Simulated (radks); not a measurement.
The numbers below are computed, except where a source is named.
Q: Level of theory: scalar-relativistic Kohn-Sham, LB94 model potential, spin-unpolarised, spherical densities, finite nucleus; Fermi nuclear charge, rms radius of each element as measured or else 0.836 A^(1/3) + 0.57 fm (a radial shooting solver on a logarithmic mesh with Libxc functionals). Response by self-consistent Sternheimer equations with the Hartree and adiabatic LDA kernel, the relativistic mass of each level held fixed and spin-orbit coupling left out. For heavy and open-shell atoms this level of theory can miss by tens of per cent. Rank Tm, Pm2+, Pm, Cl, W, Sm, Re, Ag (NIST ground configurations) by static dipole polarisability, largest first.

A: Pm 141.7, Sm 135.3, Tm 100.5, W 54.23, Re 47.42, Ag 31.28, Cl 14.96, Pm2+ 10.23 bohr^3.
